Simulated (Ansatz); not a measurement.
## Nudged elastic band run: BClFH3S

input.yaml

```yaml
crystal:
  periodic: [false, false, false]
  atoms:
    - { symbol: B, position_ang: [0.074496, 0.296698, -0.052195] }
    - { symbol: H, position_ang: [0.370269, 0.76908, 1.010072] }
    - { symbol: F, position_ang: [1.000609, 0.010668, -0.951341] }
    - { symbol: Cl, position_ang: [-1.617977, 0.319788, -0.594458] }
    - { symbol: S, position_ang: [0.066911, -2.294128, 1.075907] }
    - { symbol: H, position_ang: [-0.426914, -2.77679, -0.085502] }
    - { symbol: H, position_ang: [-1.173394, -2.077116, 1.565116] }
basis:
  gaussian: { orbitals: def2-SVP }
hamiltonian:
  xc: r2scan
  dispersion: d4
neb:
  order_check: false
  images: 7
  f_tol: 0.03
  max_iterations: 60
  final_atoms:
    - { symbol: B, position_ang: [0.06200787, -0.71621322, -0.59567971] }
    - { symbol: H, position_ang: [-0.47088111, 0.46210792, 2.32194991] }
    - { symbol: F, position_ang: [1.09933162, 0.0992814, -0.5376152] }
    - { symbol: Cl, position_ang: [-1.49327612, -0.06107816, -1.10040758] }
    - { symbol: S, position_ang: [0.32166475, -2.44786853, -0.16409495] }
    - { symbol: H, position_ang: [-0.95743232, -2.82532957, -0.37069331] }
    - { symbol: H, position_ang: [-0.26741471, -0.26269985, 2.41413984] }
  initial_path:
    images:
      - { positions_ang: [[0.074496, 0.296698, -0.052195], [0.370269, 0.76908, 1.010072], [1.000609, 0.010668, -0.951341], [-1.617977, 0.319788, -0.594458], [0.066911, -2.294128, 1.075907], [-0.426914, -2.77679, -0.085502], [-1.173394, -2.077116, 1.565116]] }
      - { positions_ang: [[0.04563458, 0.22461654, -0.04110007], [0.27206923, 0.58139063, 1.1405646], [1.02370546, 0.02198564, -0.88394268], [-1.62875666, 0.22217242, -0.67534612], [-0.00465481, -2.23485181, 0.98151247], [-0.50905004, -2.79617464, -0.14412685], [-0.90494775, -1.77093877, 1.59003765]] }
      - { positions_ang: [[0.01677317, 0.15253507, -0.03000514], [0.17386945, 0.39370125, 1.2710572], [1.04680191, 0.03330328, -0.81654437], [-1.63953632, 0.12455684, -0.75623424], [-0.07622062, -2.17557561, 0.88711794], [-0.59118608, -2.81555928, -0.20275169], [-0.6365015, -1.46476155, 1.61495931]] }
      - { positions_ang: [[-0.01208825, 0.08045361, -0.01891021], [0.07566968, 0.20601188, 1.4015498], [1.06989837, 0.04462093, -0.74914605], [-1.65031598, 0.02694125, -0.83712236], [-0.14778643, -2.11629942, 0.79272341], [-0.67332213, -2.83494392, -0.26137654], [-0.36805526, -1.15858432, 1.63988096]] }
      - { positions_ang: [[-0.04094967, 0.00837214, -0.00781529], [-0.0225301, 0.0183225, 1.53204241], [1.09299482, 0.05593857, -0.68174774], [-1.66109565, -0.07067433, -0.91801048], [-0.21935223, -2.05702323, 0.69832888], [-0.75545817, -2.85432856, -0.32000139], [-0.09960901, -0.85240709, 1.66480261]] }
      - { positions_ang: [[-0.01521028, -0.1727742, -0.15478139], [-0.13461785, 0.12926886, 1.72951928], [1.09457902, 0.06677428, -0.6457146], [-1.61914076, -0.06827529, -0.96360976], [-0.08409799, -2.15473455, 0.48272292], [-0.8059517, -2.84707881, -0.33267437], [-0.14156043, -0.70498028, 1.85213692]] }
      - { positions_ang: [[0.0105291, -0.35392054, -0.3017475], [-0.2467056, 0.24021521, 1.92699616], [1.09616322, 0.07760999, -0.60968147], [-1.57718588, -0.06587625, -1.00920903], [0.05115626, -2.25244588, 0.26711696], [-0.85644524, -2.83982906, -0.34534735], [-0.18351186, -0.55755347, 2.03947123]] }
      - { positions_ang: [[0.03626849, -0.53506688, -0.4487136], [-0.35879336, 0.35116157, 2.12447303], [1.09774742, 0.08844569, -0.57364833], [-1.535231, -0.0634772, -1.0548083], [0.18641051, -2.3501572, 0.051511], [-0.90693878, -2.83257932, -0.35802033], [-0.22546328, -0.41012666, 2.22680553]] }
      - { positions_ang: [[0.06200787, -0.71621322, -0.59567971], [-0.47088111, 0.46210792, 2.32194991], [1.09933162, 0.0992814, -0.5376152], [-1.49327612, -0.06107816, -1.10040758], [0.32166475, -2.44786853, -0.16409495], [-0.95743232, -2.82532957, -0.37069331], [-0.26741471, -0.26269985, 2.41413984]] }
```

Run as:

```bash
$ ansatz run input.yaml --threads 2 --pin off --max-ram 3072MiB --backend cpu --events-out ev --progress --plain --runs-dir out
```

Output, in part (warnings, iteration lines, the closing report on the highest movable image, with atoms numbered from 0):

```
NEB end point (image 0): max|allowed force component| = 2.285e-2 eV/Å (the criterion of neb.relax_end_points is 1.000e-2)
NEB end point (image 8): max|allowed force component| = 1.052e-2 eV/Å (the criterion of neb.relax_end_points is 1.000e-2)
NEB iter   1: max|band force component| = 6.871e0 eV/Å  barrier→ = 3.6533 eV  barrier← = 4.0376 eV  Δτ_max = 0.1982 Å  (239 SCF iters)
NEB iter   2: max|band force component| = 3.114e0 eV/Å  barrier→ = 2.0466 eV  barrier← = 2.4309 eV  Δτ_max = 0.2000 Å  (239 SCF iters)
NEB iter   3: max|band force component| = 3.171e0 eV/Å  barrier→ = 1.5025 eV  barrier← = 1.8868 eV  Δτ_max = 0.1024 Å  (229 SCF iters)
NEB iter   4: max|band force component| = 1.531e0 eV/Å  barrier→ = 1.2356 eV  barrier← = 1.6199 eV  Δτ_max = 0.2000 Å  (210 SCF iters)
NEB iter   5: max|band force component| = 2.795e0 eV/Å  barrier→ = 1.2271 eV  barrier← = 1.6114 eV  Δτ_max = 0.1000 Å  (215 SCF iters)
NEB iter   6: max|band force component| = 9.644e-1 eV/Å  barrier→ = 1.1468 eV  barrier← = 1.5311 eV  Δτ_max = 0.1991 Å  (210 SCF iters)
NEB iter   7: max|band force component| = 5.606e-1 eV/Å  barrier→ = 0.9859 eV  barrier← = 1.3702 eV  Δτ_max = 0.1998 Å  (216 SCF iters)
NEB iter   8: max|band force component| = 7.595e-1 eV/Å  barrier→ = 0.7657 eV  barrier← = 1.1500 eV  Δτ_max = 0.1001 Å  (220 SCF iters)
NEB iter   9: max|band force component| = 7.674e-1 eV/Å  barrier→ = 0.7614 eV  barrier← = 1.1458 eV  Δτ_max = 0.0501 Å  (203 SCF iters)
NEB iter  10: max|band force component| = 1.064e0 eV/Å  barrier→ = 0.7742 eV  barrier← = 1.1585 eV  CI = image 5  Δτ_max = 0.0505 Å  (199 SCF iters)
NEB iter  11: max|band force component| = 8.670e-1 eV/Å  barrier→ = 0.8565 eV  barrier← = 1.2409 eV  CI = image 5  Δτ_max = 0.0991 Å  (201 SCF iters)
NEB iter  12: max|band force component| = 5.492e-1 eV/Å  barrier→ = 0.9926 eV  barrier← = 1.3769 eV  CI = image 5  Δτ_max = 0.1002 Å  (206 SCF iters)
NEB iter  13: max|band force component| = 2.837e-1 eV/Å  barrier→ = 0.9993 eV  barrier← = 1.3837 eV  CI = image 5  Δτ_max = 0.0424 Å  (201 SCF iters)
NEB iter  14: max|band force component| = 1.588e-1 eV/Å  barrier→ = 0.9958 eV  barrier← = 1.3801 eV  CI = image 5  Δτ_max = 0.0206 Å  (204 SCF iters)
NEB iter  15: max|band force component| = 1.084e-1 eV/Å  barrier→ = 0.9921 eV  barrier← = 1.3764 eV  CI = image 5  Δτ_max = 0.0246 Å  (198 SCF iters)
NEB iter  16: max|band force component| = 1.017e-1 eV/Å  barrier→ = 0.9909 eV  barrier← = 1.3752 eV  CI = image 5  Δτ_max = 0.1912 Å  (203 SCF iters)
NEB iter  17: max|band force component| = 1.929e0 eV/Å  barrier→ = 0.9902 eV  barrier← = 1.3746 eV  CI = image 5  Δτ_max = 0.1007 Å  (210 SCF iters)
NEB iter  18: max|band force component| = 5.645e-1 eV/Å  barrier→ = 0.9900 eV  barrier← = 1.3743 eV  CI = image 5  Δτ_max = 0.1970 Å  (210 SCF iters)
NEB iter  19: max|band force component| = 3.679e0 eV/Å  barrier→ = 0.9898 eV  barrier← = 1.3742 eV  CI = image 5  Δτ_max = 0.0988 Å  (203 SCF iters)
NEB iter  20: max|band force component| = 6.656e-1 eV/Å  barrier→ = 0.9898 eV  barrier← = 1.3741 eV  CI = image 5  Δτ_max = 0.2000 Å  (188 SCF iters)
NEB iter  21: max|band force component| = 1.740e0 eV/Å  barrier→ = 0.9898 eV  barrier← = 1.3741 eV  CI = image 5  Δτ_max = 0.1004 Å  (182 SCF iters)
NEB iter  22: max|band force component| = 1.303e0 eV/Å  barrier→ = 0.9898 eV  barrier← = 1.3741 eV  CI = image 5  Δτ_max = 0.0989 Å  (199 SCF iters)
NEB iter  23: max|band force component| = 6.476e-1 eV/Å  barrier→ = 0.9898 eV  barrier← = 1.3741 eV  CI = image 5  Δτ_max = 0.1010 Å  (199 SCF iters)
NEB iter  24: max|band force component| = 1.100e0 eV/Å  barrier→ = 0.9898 eV  barrier← = 1.3741 eV  CI = image 5  Δτ_max = 0.0503 Å  (206 SCF iters)
NEB iter  25: max|band force component| = 6.327e-1 eV/Å  barrier→ = 0.9898 eV  barrier← = 1.3741 eV  CI = image 5  Δτ_max = 0.1004 Å  (187 SCF iters)
NEB iter  26: max|band force component| = 1.201e0 eV/Å  barrier→ = 0.9898 eV  barrier← = 1.3741 eV  CI = image 5  Δτ_max = 0.0499 Å  (184 SCF iters)
NEB iter  27: max|band force component| = 4.771e-1 eV/Å  barrier→ = 0.9898 eV  barrier← = 1.3741 eV  CI = image 5  Δτ_max = 0.1012 Å  (169 SCF iters)
NEB iter  28: max|band force component| = 5.043e-1 eV/Å  barrier→ = 0.9898 eV  barrier← = 1.3741 eV  CI = image 5  Δτ_max = 0.0503 Å  (176 SCF iters)
NEB iter  29: max|band force component| = 1.886e-1 eV/Å  barrier→ = 0.9898 eV  barrier← = 1.3741 eV  CI = image 5  Δτ_max = 0.0982 Å  (173 SCF iters)
NEB iter  30: max|band force component| = 5.480e-1 eV/Å  barrier→ = 0.9898 eV  barrier← = 1.3741 eV  CI = image 5  Δτ_max = 0.0490 Å  (183 SCF iters)
NEB iter  31: max|band force component| = 1.886e-1 eV/Å  barrier→ = 0.9898 eV  barrier← = 1.3741 eV  CI = image 5  Δτ_max = 0.0528 Å  (175 SCF iters)
NEB iter  32: max|band force component| = 5.550e-2 eV/Å  barrier→ = 0.9898 eV  barrier← = 1.3741 eV  CI = image 5  Δτ_max = 0.0984 Å  (172 SCF iters)
NEB iter  33: max|band force component| = 5.229e-1 eV/Å  barrier→ = 0.9898 eV  barrier← = 1.3741 eV  CI = image 5  Δτ_max = 0.0495 Å  (174 SCF iters)
NEB iter  34: max|band force component| = 4.872e-1 eV/Å  barrier→ = 0.9898 eV  barrier← = 1.3741 eV  CI = image 5  Δτ_max = 0.0246 Å  (169 SCF iters)
NEB iter  35: max|band force component| = 2.230e-1 eV/Å  barrier→ = 0.9898 eV  barrier← = 1.3741 eV  CI = image 5  Δτ_max = 0.0246 Å  (169 SCF iters)
NEB iter  36: max|band force component| = 2.777e-1 eV/Å  barrier→ = 0.9898 eV  barrier← = 1.3741 eV  CI = image 5  Δτ_max = 0.0121 Å  (168 SCF iters)
NEB iter  37: max|band force component| = 2.514e-1 eV/Å  barrier→ = 0.9898 eV  barrier← = 1.3741 eV  CI = image 5  Δτ_max = 0.0060 Å  (173 SCF iters)
NEB iter  38: max|band force component| = 7.844e-2 eV/Å  barrier→ = 0.9898 eV  barrier← = 1.3741 eV  CI = image 5  Δτ_max = 0.0121 Å  (159 SCF iters)
NEB iter  39: max|band force component| = 1.651e-1 eV/Å  barrier→ = 0.9898 eV  barrier← = 1.3741 eV  CI = image 5  Δτ_max = 0.0060 Å  (157 SCF iters)
NEB iter  40: max|band force component| = 1.074e-1 eV/Å  barrier→ = 0.9898 eV  barrier← = 1.3741 eV  CI = image 5  Δτ_max = 0.0060 Å  (160 SCF iters)
NEB iter  41: max|band force component| = 1.427e-2 eV/Å  barrier→ = 0.9898 eV  barrier← = 1.3741 eV  CI = image 5  Δτ_max = 0.0000 Å  (348 SCF iters)
Total energy: -26788.53941418 eV, -984.4606655469 hartree
Atom 0 at    -0.058731    -0.274396     0.040890 Å, force     0.000007     0.000011     0.000000 eV/Å
Atom 1 at    -0.335350     0.050435     1.304722 Å, force    -0.000003     0.000005     0.000002 eV/Å
Atom 2 at     1.109269     0.292283    -0.300351 Å, force    -0.000003    -0.000006    -0.000000 eV/Å
Atom 3 at    -1.538077     0.080684    -0.910731 Å, force    -0.000004    -0.000001    -0.000003 eV/Å
Atom 4 at     0.263471    -2.290426     0.314780 Å, force     0.000000     0.000002     0.000001 eV/Å
Atom 5 at    -1.045862    -2.614285     0.228752 Å, force    -0.000000    -0.000001     0.000001 eV/Å
Atom 6 at    -0.100720    -0.996094     1.289537 Å, force     0.000002    -0.000011    -0.000001 eV/Å
Dipole moment:    -0.195178    -0.284045     0.382538 e Å
```

The forces met the threshold. A vibrational analysis at the climbing image gives one clearly imaginary mode, 873i cm⁻¹: a first-order saddle point. The orbitals stay closed-shell, which can raise the energy where a bond breaks towards radicals; this wasn't checked here.

Final band (atoms are numbered from 1 in the order of the input):

| image | path coordinate (Å) | energy (eV) | B1–H2 (Å) | S5–H7 (Å) | B1–S5 (Å) |
| --- | --- | --- | --- | --- | --- |
| 0 | 0.00 | 0.00 | 1.20 | 1.35 | 2.83 |
| 1 | 0.67 | 0.01 | 1.20 | 1.35 | 2.86 |
| 2 | 1.34 | 0.02 | 1.20 | 1.35 | 2.89 |
| 3 | 2.01 | 0.06 | 1.20 | 1.35 | 2.78 |
| 4 | 2.68 | 0.33 | 1.21 | 1.36 | 2.55 |
| 5 | 3.36 | 0.99 | 1.33 | 1.66 | 2.06 |
| 6 | 4.10 | 0.10 | 2.01 | 2.31 | 1.84 |
| 7 | 4.84 | -0.33 | 2.65 | 2.87 | 1.81 |
| 8 | 5.58 | -0.38 | 3.19 | 3.43 | 1.80 |

The run took 9.8 min on 2 threads of Arm Neoverse V2, with other jobs on the host, peak memory 0.15 GiB.
